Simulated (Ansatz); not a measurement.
**Ligand exchange: HBr + Mg(CH3)(NH2) → NH3 + Mg(CH3)Br**

Species: HBr (hydrogen bromide), singlet; Mg(CH3)(NH2), singlet; NH3 (ammonia) `N`, singlet; Mg(CH3)Br, singlet. The partners trade Br for NH2: H–Br and Mg–NH2 bonds give way to H–NH2 and Mg–Br.

Shapes, held fixed at every level: PBE0-D4/def2-TZVP. Programs: Ansatz 0.2.0. Electronic energies: no zero-point or thermal term.

(1) Estimate ΔE of this reaction.

Answers

(1) The highest level, CCSD(T)/def2-TZVPP, gives ΔE = -156.7 kJ/mol; the levels span -184.5 to -150.5. The column of differences is taken from that level and isn't an error. No measured value is set beside it here. Relativity is left out for Br unless named. Correlated rows may include outer-core shells of Br, Mg, which these sets cover unevenly.

| level | kind | ΔE (kJ/mol) | less CCSD(T)/def2-TZVPP |
| --- | --- | --- | --- |
| HF/def2-TZVPP | Hartree–Fock | -184.5 | -27.8 |
| SPW92/def2-TZVPP | LDA | -150.5 | +6.2 |
| PBE-D4/def2-TZVPP | GGA | -155.8 | +0.9 |
| r2SCAN0-D4/def2-TZVPP | global hybrid | -169.6 | -12.9 |
| MP2/def2-SVP | perturbation theory | -162.2 | -5.5 |
| CCSD/def2-SVP | coupled cluster or CI | -161.4 | -4.7 |
| CCSD(T)/def2-TZVPP | coupled cluster or CI | -156.7 | 0.0 |
